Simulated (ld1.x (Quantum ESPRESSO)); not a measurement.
# BP86 PAW dataset for titanium, scalar-relativistic all-electron reference.

titanium (Ti), PAW, made with ld1.x (Quantum ESPRESSO) 7.5 (BP86, scalar-relativistic). Core [Ar], reference 3d2 4s1.75 4p0 (charge +0.25). Waves: 4s (bound): rcut 2.55, rcutus 3.20 bohr; 4s channel at 1.2 Ry: rcut 2.55, rcutus 3.20 bohr; 4p (bound, empty): rcut 3.30, rcutus 4.45 bohr; 4p channel at 1.3 Ry: rcut 3.30, rcutus 4.45 bohr; 3d (bound): rcut 2.05, rcutus 2.30 bohr; 3d channel at -0.1 Ry: rcut 2.05, rcutus 2.30 bohr; 4f channel at 0.25 Ry: rcut 2.85, rcutus 3.25 bohr; 4f channel at 1.35 Ry: rcut 2.85, rcutus 3.25 bohr. Local part: all-electron potential smoothed inside 3.85 bohr (lloc = -2). Core correction: Bessel-smoothed model core, default radius (core density twice the valence density). Augmentation charge: PSQ, inside the norm-conserving radii.

* Cutoffs needed: 18 Ry and 21 Ry (the cutoffs (Ry, on a coarse ladder) from which the occupation-weighted sum of valence levels, in a spherical-Bessel basis at the reference potential, stays within 10 and 1 mRy of its value at 400 Ry)
* Ghost test: no extra level below or beside the all-electron valence levels (s, p, d, f tested) (spherical-Bessel basis up to 400 Ry, 20 bohr box)
* Largest excitation error: -99 meV (all-electron minus pseudo) for 3d3 4s1 4p0, out of 7 test configurations
* Lowest eigenvalue of the overlap operator: 0.60 (s channel)
* Density cutoff estimated by the generator: 147 Ry
